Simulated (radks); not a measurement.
All-electron atom: S10+ in [He] 2s2 2p2.

Calculated with a radial shooting solver on a logarithmic mesh with Libxc functionals: scalar-relativistic Kohn-Sham, SCAN, spin-polarised, spherical densities, finite nucleus; open shells are filled with parallel spins first; meta-GGA in the generalised Kohn-Sham scheme; Fermi nuclear charge, rms radius 3.2611 fm.

Energy parts (eV):
part                      energy
total                  -9145.870
kinetic                 9194.439
electron-nucleus      -19590.402
Hartree                 1695.654
exchange-correlation    -445.562

Orbitals (lengths in bohr, moments of r in powers of bohr; r(90%) holds 90 % of the orbital's charge):
| orbital | occ. | eigenvalue (eV) | <r^2> | r(90%) | <r^4> | <1/r> |
|---|---|---|---|---|---|---|
| 1s up | 1 | -2812.814 | 0.01253 | 0.172 | 0.0004045 | 15.69 |
| 1s down | 1 | -2804.474 | 0.01243 | 0.172 | 0.0003968 | 15.73 |
| 2s up | 1 | -524.2417 | 0.2150 | 0.658 | 0.07801 | 3.456 |
| 2s down | 1 | -508.5843 | 0.2209 | 0.668 | 0.08270 | 3.388 |
| 2p up | 2 | -479.7689 | 0.1730 | 0.611 | 0.05804 | 3.364 |

The highest occupied level is 2p up at -479.77 eV. Spin moment in Bohr magnetons: 2. Summed over all electrons, <r^2> = 0.8068 bohr^2, which gives a Langevin (diamagnetic) susceptibility term of -0.639 x 10^-6 cm^3/mol. The electron density at the nucleus is 2998 e/bohr^3 (large components only). The spin density at the nucleus is -0.499 e/bohr^3 (1s -6.783, 2s 6.285).

Empty levels of this run are not shown, since the potential may be unsettled where no density lies.
